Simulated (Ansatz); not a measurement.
From C to Sn: the HOMO–LUMO gap

Gas-phase molecules, one atom swapped for its congeners: C3H8O (methoxyethane) `CCOC`; C2H8OSi `CCO[SiH3]`; C2H8GeO `CC[O][GeH3]`; C2H8OSn `CC[O][SnH3]`. All are singlets with charge 0.

Shapes, held fixed at every level: PBE0-D4/def2-TZVP. Flexible molecules stand in one conformer, not always the lowest. Programs: Ansatz 0.2.0. Values in eV.

| level | C3H8O | C2H8GeO | C2H8OSn |
| --- | --- | --- | --- |
| SPW92/def2-TZVPP | 6.26 | 5.46 | 4.64 |
| PBE-D4/def2-TZVPP | 6.33 | 5.65 | 4.78 |
| B3LYP-D4/def2-TZVPP | 8.16 | 7.58 | 6.62 |
| BHLYP-D4/def2-TZVPP | 10.89 | 10.39 | 9.29 |
| PBE0-D4/def2-TZVPP | 8.73 | 8.06 | 7.09 |
| r2SCAN0-D4/def2-TZVPP | 9.47 | 8.51 | 7.56 |
| wB97M-V/def2-TZVPP | 12.60 | 12.18 | 10.93 |

Question: Estimate the column for C2H8OSi from its neighbours.

Answer: The mean of the neighbours at wB97M-V/def2-TZVPP is 12.39 eV, against 12.47 from the run: the member lies nearer C. All rows: SPW92/def2-TZVPP 5.90; PBE-D4/def2-TZVPP 6.08; B3LYP-D4/def2-TZVPP 8.02; BHLYP-D4/def2-TZVPP 10.76; PBE0-D4/def2-TZVPP 8.46; r2SCAN0-D4/def2-TZVPP 8.98; wB97M-V/def2-TZVPP 12.47 eV. At wB97M-V/def2-TZVPP the HOMO–LUMO gap falls at every step, from 12.60 to 10.93 eV. Every level shows the same order. For atoms past krypton def2 sets carry core potentials with scalar relativity. Relativity is left out for Ge. Orbital gaps aren't excitation energies, and the LUMO depends on the basis.
